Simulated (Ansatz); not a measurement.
Coupled-cluster diagnostics for the cluster Li₄F₅⁻, Ansatz.

Geometry of the singlet (B3LYP-D4/def2-SVPD):

```xyz
9

Li    0.991   -0.081   -2.740
Li    0.868    0.886    3.235
Li   -0.634   -0.200    0.389
Li   -1.093   -0.760   -1.993
F     1.879    1.487    4.419
F    -2.035   -0.855   -0.557
F    -0.167    0.271    2.001
F    -0.323   -0.673   -3.643
F     0.516   -0.074   -1.111
```

Correlated methods freeze 5 core orbitals; core or outer-core shells of Li are correlated, in sets that lack core-valence functions. Another isomer (singlet) lies 1.07 eV lower at PBE0-D4/def2-TZVPD; other spin states weren't run for this one.

(1) Estimate the CCSD(T) correlation energy, the shares of MP2 and (T), T1 and the reference's ⟨S²⟩ for: charge -1, singlet, own geometry in def2-SVPD; and the rough time on 4 threads of Arm Neoverse V1 on a shared host.

Results:

(1) 
```csv
state,basis,correlation (eV),MP2 share (%),(T) share (%),T1,⟨S²⟩ (pure),wall time
"charge -1, singlet, own geometry",def2-SVPD,-30.936,97.8,1.9,0.016,0.00 (0.00),90 s
```
Customary marks for T1 are 0.02 (closed shells), 0.045 (open shells) and about 0.05 (3d metals). T1 stays under 0.02 throughout.
